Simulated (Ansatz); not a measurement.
In₉Sb₉H₂₄, a nanocrystal cut from wurtzite InSb (hydrogen-capped). Total charge 0; singlet. Geometry PBE-D4/def2-SVP; atoms count from 1.

```
atom    x (Å)    y (Å)    z (Å)
 In1   2.7814   0.8329  -5.0447
 Sb2   3.0965  -1.8553  -3.8571
 Sb3   1.1065   1.6310  -2.8347
 In4  -1.4268   0.3328  -2.7659
 In5   1.9897  -2.8777  -1.4049
 Sb6  -0.7830  -2.2479  -1.6515
 Sb7  -3.0174   1.5129  -0.7198
 In8  -5.7504   0.5883  -0.6725
 In9  -2.1691  -2.9963   0.7287
Sb10  -4.8498  -2.0817   0.2208
In11   2.4870   1.8658  -0.3550
Sb12   2.7140  -0.8796   0.5004
Sb13   0.7270   2.9791   1.5866
In14  -1.8232   1.7410   1.8552
In15   1.6093  -1.5195   3.0527
Sb16  -1.1354  -0.9896   2.4760
In17   1.9967   3.6188   4.0979
Sb18   2.3706   0.7417   4.6622
 H19   1.8113   0.5585  -6.4580
 H20   4.3551   1.5490  -4.8876
 H21   2.7113  -3.0668  -5.0163
 H22   4.7631  -2.2718  -3.7605
 H23   0.6613   3.2658  -3.1525
 H24  -2.2161   0.1684  -4.3136
 H25   2.4080  -4.5285  -1.0360
 H26  -1.3473  -3.3857  -2.8138
 H27  -3.0892   3.1588  -1.2267
 H28  -6.3167   0.3209  -2.2918
 H29  -6.5751   1.2389   0.7097
 H30  -2.0346  -4.6548   1.2451
 H31  -5.5148  -3.3036  -0.7916
 H32  -5.7211  -2.5663   1.6231
 H33   4.0562   2.6230  -0.4517
 H34   4.4019  -1.1355   0.7225
 H35   0.3163   4.4926   0.8713
 H36  -2.8507   2.4247   3.0891
 H37   2.0004  -3.0766   3.7293
 H38  -1.9268  -1.3172   3.9695
 H39   3.6065   4.2057   3.8192
 H40   0.8051   4.1229   5.2554
 H41   4.0124   0.4232   5.0670
 H42   1.7598   0.3576   6.2243
```

In the def2 sets In, Sb take a core potential; there is no spin–orbit coupling. Single mean-field runs in def2-TZVP are fitted with def2-universal-jkfit.

(1) Estimate the Mulliken populations of the heavy atoms from the PBE0/def2-TZVP orbitals of Ansatz.

(2) And the Mayer bond orders between bonded heavy atoms (over 0.3)?

## Answers

(1) 
```json
{"atom": "In1", "charge (e)": "0.25"}
{"atom": "Sb2", "charge (e)": "-0.11"}
{"atom": "Sb3", "charge (e)": "-0.28"}
{"atom": "In4", "charge (e)": "0.31"}
{"atom": "In5", "charge (e)": "0.28"}
{"atom": "Sb6", "charge (e)": "-0.26"}
{"atom": "Sb7", "charge (e)": "-0.28"}
{"atom": "In8", "charge (e)": "0.25"}
{"atom": "In9", "charge (e)": "0.28"}
{"atom": "Sb10", "charge (e)": "-0.11"}
{"atom": "In11", "charge (e)": "0.31"}
{"atom": "Sb12", "charge (e)": "-0.26"}
{"atom": "Sb13", "charge (e)": "-0.28"}
{"atom": "In14", "charge (e)": "0.31"}
{"atom": "In15", "charge (e)": "0.28"}
{"atom": "Sb16", "charge (e)": "-0.26"}
{"atom": "In17", "charge (e)": "0.25"}
{"atom": "Sb18", "charge (e)": "-0.11"}
```
Mulliken values and Mayer orders depend strongly on the basis.

(2) In1–Sb2 0.56 (2.96 Å); In1–Sb3 0.67 (2.89 Å); Sb2–In5 0.70 (2.88 Å); Sb3–In4 0.72 (2.85 Å); Sb3–In11 0.72 (2.85 Å); In4–Sb6 0.68 (2.88 Å); In4–Sb7 0.72 (2.85 Å); In5–Sb6 0.73 (2.85 Å); In5–Sb12 0.73 (2.85 Å); Sb6–In9 0.73 (2.85 Å); Sb7–In8 0.67 (2.89 Å); Sb7–In14 0.72 (2.85 Å); In8–Sb10 0.56 (2.96 Å); In9–Sb10 0.70 (2.88 Å); In9–Sb16 0.73 (2.85 Å); In11–Sb12 0.68 (2.88 Å); In11–Sb13 0.72 (2.85 Å); Sb12–In15 0.73 (2.85 Å); Sb13–In14 0.72 (2.85 Å); Sb13–In17 0.67 (2.89 Å); In14–Sb16 0.68 (2.88 Å); In15–Sb16 0.73 (2.85 Å); In15–Sb18 0.70 (2.88 Å); In17–Sb18 0.56 (2.96 Å).
